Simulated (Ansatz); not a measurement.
Correlation energies of C2H4FI (`FCCI`) by basis set

Z-matrix (Å, degrees):
```
C
C 1 1.505
F 1 1.384 2 108.4
H 1 1.093 2 111.4 3 118.9
H 1 1.093 2 111.4 3 -118.9
I 2 2.134 1 109.3 3 180.0
H 2 1.088 1 111.9 3 -62.1
H 2 1.088 1 111.9 3 62.1
```

Total charge 0; spin multiplicity 1. Correlated methods include outer-core shells of I, which these sets cover unevenly. I takes the def2 core potential. The structure was optimised at the PBE0-D4/def2-TZVP level. It is one conformer, not always the lowest. Frozen core, restricted reference, Ansatz 0.2.0.

```
     basis     HF (Eh)  MP2 corr.
  def2-SVP  -474.00683   -0.58566
def2-TZVPP  -474.23291   -1.09286
def2-QZVPP  -474.24223   -1.31032
```

Task: Estimate the CCSD correlation energy and the (T) correction in each basis where they were run (hartree).

Result: 
```csv
basis,CCSD corr.,(T)
def2-SVP,-0.62084,-0.01519
def2-TZVPP,-1.08479,-0.03228
```
